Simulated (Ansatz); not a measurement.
An input meant for [CrO3Br]- (CrBrO3⁻) (charge -1, singlet).

```yaml
crystal:
  periodic: [false, false, false]
  atoms:
    - {symbol: Cr, position_ang: [0.089997, 0.155532, 0.064540]}
    - {symbol: O, position_ang: [0.073308, 0.091181, 1.667954]}
    - {symbol: O, position_ang: [1.589631, 0.119668, -0.505639]}
    - {symbol: O, position_ang: [-0.709952, 1.437117, -0.476693]}
    - {symbol: Br, position_ang: [-1.042984, -1.803508, -0.750162]}
basis:
  gaussian: {orbitals: cc-pVDZ}
total_charge: -1
hamiltonian: {xc: {name: HF}}
correlation: {active_space: {window: {electrons: 3, orbitals: 2}}}
scf: {omitted_lower_state_checks: [starts]}
```

```sh
$ ansatz run in.yaml --threads 4 --pin off --events-out ev --progress --plain --max-ram 3916MiB
```

(1) Predict how Ansatz answers.

## Answers

(1) The run stopped with an error. The active space doesn't fit the electrons.
```
Functional definition: HF
1172 factors; integrals over basis functions are off by at most 8.6e-4 eV
mean field evaluation 1: about -104467.6583 eV, gradient 1.2e2 eV
mean field evaluation 2: about -104467.7249 eV, gradient 1.2e2 eV
mean field evaluation 4: about -104488.4794 eV, gradient 7.4e1 eV
mean field evaluation 8: about -104495.8524 eV, gradient 1.1e0 eV
mean field evaluation 16: about -104495.8872 eV, gradient 4.4e-2 eV
mean field -104495.88723041 eV, -3840.1530258613 hartree, gradient 1.9e-6 eV, S^2 0.000000; 0 other end points of the search recorded, 0 dependent functions left out
reference -104495.88723041 eV, -3840.1530258613 hartree; 42, 42 occupied and 70, 70 virtual orbitals, 1172 factors
Error: 3 electrons in 2 orbitals form no window around the highest filled level of the reference
```
